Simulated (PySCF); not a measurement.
Molecule: SMILES OB(O)[C@H]1C=N1, C2H4BNO2.

Geometry:
```json
{"atom": "O1", "x (Å)": "-1.536", "y (Å)": "-0.658", "z (Å)": "-0.801"}
{"atom": "B2", "x (Å)": "-0.634", "y (Å)": "-0.172", "z (Å)": "0.100"}
{"atom": "O3", "x (Å)": "-0.929", "y (Å)": "0.151", "z (Å)": "1.391"}
{"atom": "C4", "x (Å)": "0.834", "y (Å)": "0.043", "z (Å)": "-0.390"}
{"atom": "C5", "x (Å)": "1.740", "y (Å)": "0.974", "z (Å)": "0.278"}
{"atom": "N6", "x (Å)": "1.982", "y (Å)": "-0.192", "z (Å)": "0.634"}
{"atom": "H7", "x (Å)": "-2.431", "y (Å)": "-0.772", "z (Å)": "-0.471"}
{"atom": "H8", "x (Å)": "-1.831", "y (Å)": "-0.030", "z (Å)": "1.670"}
{"atom": "H9", "x (Å)": "1.080", "y (Å)": "-0.257", "z (Å)": "-1.418"}
{"atom": "H10", "x (Å)": "2.093", "y (Å)": "1.993", "z (Å)": "0.457"}
```

Spin–spin couplings on one PBE0-D3(BJ)/def2-SVP geometry, PySCF, gas phase, non-relativistic, equivalent pairs averaged (spin–dipole term only in couplings to heteroatoms); isotopes $^{13}$C, $^{1}$H, $^{11}$B, $^{17}$O, $^{15}$N; functional B3LYP.

Problem. How do the couplings (Hz) change with the basis set? Times are CPU seconds on shared hosts with different chips, so compare them loosely. Far from the basis limit: pcJ-0, 6-31G*, def2-TZVP, cc-pVTZ.

Solution. 
| basis set | functions | $^{1}J$(C5,H10) | $^{1}J$(C4,H9) | $^{1}J$(B2,C4) | $^{1}J$(O1,H7) | $^{1}J$(C5,N6) | $^{1}J$(C4,C5) | $^{1}J$(C4,N6) | core-s |
| --- | --- | --- | --- | --- | --- | --- | --- | --- | --- |
| pcJ-0 | 90 | 230.1 | 148.9 | 90.3 | -49.2 | 21.9 | 17.2 | 13.6 | 13 |
| 6-31G* | 92 | 229.1 | 170.1 | 119.4 | -78.0 | -1.0 | 36.0 | 9.3 | 14 |
| pcJ-1 | 202 | 256.6 | 171.6 | 108.1 | -81.9 | 6.7 | 27.7 | 12.3 | 19 |
| def2-TZVP | 210 | 244.9 | 164.4 | 113.1 | -73.1 | 8.6 | 25.3 | 13.9 | 41 |
| cc-pVTZ | 236 | 237.8 | 155.0 | 102.4 | -61.3 | -2.8 | 26.7 | 11.7 | 49 |

The Fermi-contact term samples the wavefunction at the nucleus, which is why sets with added tight s functions (names with J) are made for couplings.
